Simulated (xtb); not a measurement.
GaCl2, SMILES [Cl][Ga+][Cl], charge +1. All values are semi-empirical tight-binding results from xtb (GFN2-xTB unless named), good for trends rather than for accurate numbers. Coordinates come from a GFN2-xTB optimisation. The spin state was assumed, not searched. The isomer is the one that the SMILES or the coordinates give; other isomers of the formula were not compared.

For metal compounds this method's bond lengths and energies can be far off.

Computed properties:
The point group as xtb finds it is D∞h and the orbital gap comes out as 3.13 eV. The zero-point energy is 1.4 kcal/mol and the G − E(el) at 298.15 K (modified RRHO) comes out as -15.1 kcal/mol.
